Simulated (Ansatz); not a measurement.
The first iterations of a band of GeH4NO (7 atoms, charge -1, multiplicity 1).

The calculation used RHF/def2-SVPD in Ansatz 0.2.0.

* movable images: 7
* climbing image: yes
* spring: 5.0 eV/Å²
* optimiser: quadratic models (default)
* start path: through a guess of the saddle point
* force threshold: 0.05 eV/Å
* iteration limit: 60
* end points: relaxed

Initial state:

```xyz
7
Properties=species:S:1:pos:R:3
N -0.939 0.478 -0.527
Ge 0.600 -0.157 0.385
O 0.981 -1.778 0.176
H -1.758 -0.040 -0.260
H -0.848 0.359 -1.521
H 0.277 0.275 1.861
H 1.687 0.863 -0.114
```

Final state:

```xyz
7
Properties=species:S:1:pos:R:3
N -0.937 0.480 -0.530
Ge 0.601 -0.157 0.384
O 0.978 -1.779 0.179
H -0.851 0.343 -1.523
H -1.759 -0.027 -0.252
H 0.276 0.280 1.858
H 1.691 0.859 -0.117
```

| iteration | highest image above the first end (eV) | largest band force component (eV/Å) |
| --- | --- | --- |
| 1 | 12.582 | 82.596 |
| 2 | 1.334 | 13.385 |
| 3 | 0.659 | 8.172 |

Problem. Does the band converge within its limit, and where does its top end?

Solution. It converged. It ended after 11 iterations with the highest image 0.077 eV above the first end. A vibrational analysis at the climbing image gives one clearly imaginary mode, 429i cm⁻¹: a first-order saddle point.

Time of the run: 2.6 min on 2 threads of Intel(R) Xeon(R) Platinum 8259CL CPU @ 2.50GHz (Skylake/Cascade Lake) (shared host), peak memory 0.28 GiB.
